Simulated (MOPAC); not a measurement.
MOPAC input (MNDO):

```
MNDO 1SCF UHF MS=0.5 GEO-OK AUX(PRECISION=9) THREADS=1
CH3I2Si

C    -2.55719000 1   -0.23628800 1   -0.19833400 1
Si   -0.76945700 1   -0.04190800 1   -0.74929000 1
I     0.52291800 1   -2.00358500 1    0.02674300 1
I     0.13438800 1    2.05693900 1    0.19862600 1
H    -2.60447200 1   -0.28692500 1    0.89100900 1
H    -3.14337000 1    0.61766400 1   -0.54026500 1
H    -2.97384200 1   -1.15407400 1   -0.61526300 1
```

Output:

```
 *******************************************************************************
 **                                                                           **
 **                              MOPAC v23.2.5                                **
 **                                                                           **
 *******************************************************************************
 ** MOPAC's Digital Object Identifier: https://doi.org/10.5281/zenodo.6511958 **
 **                                                                           **
 ** Please cite the open-source release paper for use of this MOPAC version:  **
 ** J. E. Moussa and J. J. P. Stewart (2026)                                  **
 ** MOPAC: An open-source semiempirical molecular orbital program             **
 ** J. Open Source Softw., 11(119), 8025, https://doi.org/10.21105/joss.08025 **
 *******************************************************************************

                              MNDO CALCULATION RESULTS

 *******************************************************************************
 *  MNDO       - The MNDO Hamiltonian to be used
 *  GEO-OK     - OVERRIDE INTERATOMIC DISTANCE AND OTHER SAFETY CHECKS
 *  UHF        - UNRESTRICTED HARTREE-FOCK CALCULATION
 *  MS=        - IN MECI, MAGNETIC COMPONENT OF SPIN =  0.5
 *  1SCF       - DO 1 SCF AND THEN STOP
 *  AUX        - OUTPUT AUXILIARY INFORMATION
 *******************************************************************************
MNDO 1SCF UHF MS=0.5 GEO-OK AUX(PRECISION=9) THREADS=1
 CH3I2Si

   ATOM   CHEMICAL          X               Y               Z
  NUMBER   SYMBOL      (ANGSTROMS)     (ANGSTROMS)     (ANGSTROMS)

     1       C         -2.55719000  *  -0.23628800  *  -0.19833400  *
     2      Si         -0.76945700  *  -0.04190800  *  -0.74929000  *
     3       I          0.52291800  *  -2.00358500  *   0.02674300  *
     4       I          0.13438800  *   2.05693900  *   0.19862600  *
     5       H         -2.60447200  *  -0.28692500  *   0.89100900  *
     6       H         -3.14337000  *   0.61766400  *  -0.54026500  *
     7       H         -2.97384200  *  -1.15407400  *  -0.61526300  *

          CARTESIAN COORDINATES

    NO.       ATOM           X           Y           Z

     1         C         -2.5572     -0.2363     -0.1983
     2        Si         -0.7695     -0.0419     -0.7493
     3         I          0.5229     -2.0036      0.0267
     4         I          0.1344      2.0569      0.1986
     5         H         -2.6045     -0.2869      0.8910
     6         H         -3.1434      0.6177     -0.5403
     7         H         -2.9738     -1.1541     -0.6153

  H: (MNDO): M.J.S. DEWAR, W. THIEL, J. AM. CHEM. SOC., 99, 4899, (1977)
  C: (MNDO): M.J.S. DEWAR, W. THIEL, J. AM. CHEM. SOC., 99, 4899, (1977)
 Si: (MNDO): M.J.S.DEWAR, ET. AL. ORGANOMETALLICS  5, 375 (1986)
  I: (MNDO): M.J.S.DEWAR, E.F. HEALY, J.J.P. STEWART, J.COMP.CHEM., 5,358,(1984)

           Empirical Formula: C H3 Si I2  =     7 atoms

      MOLECULAR POINT GROUP   :   Cs

          UHF CALCULATION, NO. OF ALPHA ELECTRONS =   13
                           NO. OF BETA  ELECTRONS =   12

 -------------------------------------------------------------------------------
 MNDO 1SCF UHF MS=0.5 GEO-OK AUX(PRECISION=9) THREADS=1
 CH3I2Si

     1SCF WAS SPECIFIED, SO BFGS WAS NOT USED
     SCF FIELD WAS ACHIEVED

                              MNDO CALCULATION
                                                       MOPAC v23.2.5 Linux

          FINAL HEAT OF FORMATION =         39.31539 KCAL/MOL =     164.49560 KJ/MOL

          COSMO AREA              =        154.12 SQUARE ANGSTROMS
          COSMO VOLUME            =        155.26 CUBIC ANGSTROMS

          IONIZATION POTENTIAL    =          9.276448 EV
          ALPHA SOMO LUMO (EV)    =         -9.276 -1.728
          BETA  SOMO LUMO (EV)    =        -10.619 -1.642
          NO. OF ALPHA ELECTRONS  =         13
          NO. OF BETA  ELECTRONS  =         12
          MOLECULAR WEIGHT        =        296.9292         POINT GROUP:  Cs

          MOLECULAR DIMENSIONS (Angstroms)

            Atom       Atom       Distance
            H     7    I     4     4.54248
            H     6    I     3     4.47890
            H     5   Si     2     1.97735

          SCF CALCULATIONS        =          1

   ATOM   CHEMICAL          X               Y               Z
  NUMBER   SYMBOL      (ANGSTROMS)     (ANGSTROMS)     (ANGSTROMS)

     1       C         -2.55719000  *  -0.23628800  *  -0.19833400  *
     2      Si         -0.76945700  *  -0.04190800  *  -0.74929000  *
     3       I          0.52291800  *  -2.00358500  *   0.02674300  *
     4       I          0.13438800  *   2.05693900  *   0.19862600  *
     5       H         -2.60447200  *  -0.28692500  *   0.89100900  *
     6       H         -3.14337000  *   0.61766400  *  -0.54026500  *
     7       H         -2.97384200  *  -1.15407400  *  -0.61526300  *

                             CARTESIAN COORDINATES

   1    C       -2.557190000    -0.236288000    -0.198334000
   2   Si       -0.769457000    -0.041908000    -0.749290000
   3    I        0.522918000    -2.003585000     0.026743000
   4    I        0.134388000     2.056939000     0.198626000
   5    H       -2.604472000    -0.286925000     0.891009000
   6    H       -3.143370000     0.617664000    -0.540265000
   7    H       -2.973842000    -1.154074000    -0.615263000

           Empirical Formula: C H3 Si I2  =     7 atoms

      MOLECULAR POINT GROUP   :   Cs

          ALPHA EIGENVALUES
 -32.47549 -26.62560 -25.51621 -16.27849 -14.87641 -14.83457 -12.21881 -11.40248
 -11.13484 -10.82016 -10.74735 -10.56616  -9.27645  -1.72784  -1.45826   1.14010
   3.57672   3.60250   5.22907

           BETA EIGENVALUES
 -32.34568 -26.56957 -25.52800 -15.61942 -14.87220 -14.77615 -12.09299 -11.31098
 -10.96940 -10.77657 -10.75907 -10.61947  -1.64155  -1.19765  -1.19019   1.35204
   3.58391   3.58714   5.22810

              NET ATOMIC CHARGES AND DIPOLE CONTRIBUTIONS

  ATOM NO.   TYPE          CHARGE      No. of ELECS.   s-Pop       p-Pop
    1          C          -0.213615        4.2136     1.25009     2.96353
    2         Si           0.554700        3.4453     1.24351     2.20179
    3          I          -0.197782        7.1978     1.97929     5.21849
    4          I          -0.197782        7.1978     1.97929     5.21849
    5          H           0.020198        0.9798     0.97980
    6          H           0.017141        0.9829     0.98286
    7          H           0.017140        0.9829     0.98286
 DIPOLE           X         Y         Z       TOTAL
 POINT-CHG.    -0.807     0.008    -2.016     2.171
 HYBRID        -1.367    -0.145     0.343     1.417
 SUM           -2.174    -0.137    -1.673     2.747

          ATOMIC ORBITAL ELECTRON POPULATIONS

     Atom    s        px        py        pz
    1  C   1.25009   1.04851   0.95366   0.96136
    2 Si   1.24351   0.74146   0.62325   0.83709
    3  I   1.97929   1.79664   1.52138   1.90048
    4  I   1.97929   1.89924   1.45745   1.86180
    5  H   0.97980
    6  H   0.98286
    7  H   0.98286

                    (SZ)    =    0.500000
                    (S**2)  =    0.764289

          ATOMIC ORBITAL SPIN POPULATIONS

    Atom   Total    s     px     py     pz
         Atomic
    1  C -0.0452 -0.002 -0.032 -0.003 -0.008
    2 Si  1.0525  0.178  0.058  0.060  0.757
    3  I -0.0127  0.002 -0.020 -0.029  0.033
    4  I -0.0126  0.002 -0.011 -0.041  0.037
    5  H  0.0113  0.011
    6  H  0.0033  0.003
    7  H  0.0033  0.003

 **********************
 *                    *
 * JOB ENDED NORMALLY *
 *                    *
 **********************

 == MOPAC DONE ==
```

The geometry given is a B3LYP-D3(BJ)/def2-TZVP minimum.
